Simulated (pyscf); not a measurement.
`[CH3][SnH3]` + `[GeH2]` [singlet] → `[CH3][GeH2][SnH3]` (insertion; singlet surface; C–Sn broken, C–Ge, Ge–Sn formed). Structures and frequencies: ωB97X-D3(BJ)/def2-SVP in PySCF. Energies in kcal/mol from the separated reactants.

```
level                      barrier  reaction energy
----------------------  ----------  ---------------
ωB97X-D3(BJ)/def2-TZVP        35.3            -58.1
PBE/def2-TZVP                 32.5            -50.9
r²SCAN/def2-TZVP              33.0            -55.3
B3LYP-D3(BJ)/def2-TZVP  (withheld)       (withheld)
PBE0-D3(BJ)/def2-TZVP         34.1            -55.1
ωB97M-D3(BJ)/def2-TZVP  (withheld)            -48.4
```

**Question.** What belongs in the gaps?

**Answer.** 
- B3LYP-D3(BJ)/def2-TZVP, barrier: 39.1
- B3LYP-D3(BJ)/def2-TZVP, reaction energy: -49.1
- ωB97M-D3(BJ)/def2-TZVP, barrier: 41.8

The functionals in the table span 9.3 kcal/mol in this barrier, from PBE to ωB97M-D3(BJ)/def2-TZVP. On the reactant side the descent ends in a complex (not fully relaxed), 5.6 kcal/mol under the separated species and 40.9 kcal/mol under the saddle at ωB97X-D3(BJ)/def2-TZVP. From the product side, H₃C–GeH₂• + SnH₃• lies, by one bond made or cut, 26.0 kcal/mol under this saddle at ωB97M-D3(BJ)/def2-TZVP. This is the saddle that the search found; another between the same sides may lie lower. Elements up to Kr have no core potential and no relativistic terms here. Elements past Kr carry the def2 core potentials, without spin-orbit coupling.
